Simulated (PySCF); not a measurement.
# Structure elucidation problem

The spectra below were simulated for a compound C₆H₉F.

¹H NMR (500 MHz, computed): δ 3.86 (m, 1H), 2.50 (m, 1H), 2.16 (m, 1H), 2.09 (m, 1H), 2.03 (m, 1H), 1.94 (m, 1H), 1.86 (m, 1H), 0.69 (m, 1H), 0.60 (m, 1H).

¹³C{¹H} NMR (computed): δ 75.5 (CH, d, J = 289.5 Hz), 29.9 (CH2), 25.9 (CH2, d, J = 7.2 Hz), 21.2 (CH2, d, J = 7.7 Hz), 20.0 (C, d, J = 8.7 Hz), 17.2 (CH2).

Relativity neglected, gas phase, one computed conformer. Shieldings: GIAO B97-2/pcSseg-1; coordinates at the PBE0-D3(BJ)/def2-SVP level; J: B3LYP/pcJ-1 (spin–dipole term only in couplings to heteroatoms); PySCF 2.14.

Scale: ¹H (31.38 ppm) and ¹³C (183.69 ppm) vs TMS (reference shieldings calculated alike).

Question: Which of these isomers gave the spectra?
A. C[C@@H]1[C@H](F)C12CC2
B. C=C/C(=C/C)CF
C. F[C@H]1CC12CCC2

Answer: C. 

- Rings plus π bonds: 2 (2 rings in the answer).
- 6 carbon signals for 6 carbons: no two carbons are equivalent.
- Carbon types of the structure: 1 × C, 1 × CH, 4 × CH2, which accounts for all hydrogens.
- δC 75.5, 21.2, 20.0: three-membered-ring carbon.
- δC 29.9, 25.9, 17.2: sp3 CH2 in a ring; aliphatic region, no heteroatom directly attached.
- δH 3.86, 0.69, 0.60: hydrogen on a three-membered-ring carbon.
- δH 2.50, 2.16, 2.09, 2.03, 1.94, 1.86: hydrogen on an sp3 CH2 in a ring.

The others: C=C/C(=C/C)CF would give 6 signals for carbon-bound and other non-exchanging H, not 9; C[C@@H]1[C@H](F)C12CC2 would give 7 signals for carbon-bound and other non-exchanging H, not 9.

C–F couplings over four or more bonds (about 3 Hz to the para carbon of a fluoroarene) are left out. Common functionals overestimate the size of one-bond C–F couplings by tens of Hz; these are unscaled. Multiplet labels drop couplings under 1 Hz and merge nearly equal ones. Unscaled 3J(H,H) at this level run about 10 % above measured values. Shifts are as computed. Against solution values, carbons near 30 ppm lie about +1 ppm off and those near 130 ppm about +2 ppm. Of 1211 compounds with measured shifts, 218 miss one by over three times the rms of a fit or turn the order of signals round; such compounds aren't used in these exercises.
